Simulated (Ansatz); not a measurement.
The same ligand exchange along the group B, Al, Ga.

Gas-phase electronic energies from Ansatz, PBE0-D4/def2-TZVP geometries. CBS: MP2 limit from def2 TZ/QZ plus the TZ coupled-cluster correction, frozen cores. This one scheme is used for every species. DFT in def2-TZVPP. For Ga outer-core shells are correlated without core-valence functions, which leaves a few kJ/mol of doubt a bond. Scalar relativity is left out up to krypton. One conformer a species, not always the lowest.

| reaction | ωB97M-V (eV) | CCSD/CBS(def2) (eV) | HF/CBS(def2) (eV) | CCSD(T)/CBS(def2) (eV) |
| --- | --- | --- | --- | --- |
| `COB(O)Cl` + H₂S → `OB(S)Cl` + CH₃OH | 0.71 | 0.71 | 0.85 | 0.68 |
| `C[O][Al]([OH])[Cl]` + H₂S → `[OH][Al]([SH])[Cl]` + CH₃OH | 0.19 | 0.20 | 0.28 | 0.18 |
| `C[O][Ga]([OH])[Cl]` + H₂S → `[OH][Ga]([SH])[Cl]` + CH₃OH | -0.42 | -0.41 | -0.38 | -0.41 |

Largest T1 diagnostic: 0.013, for `C[O][Ga]([OH])[Cl]`.
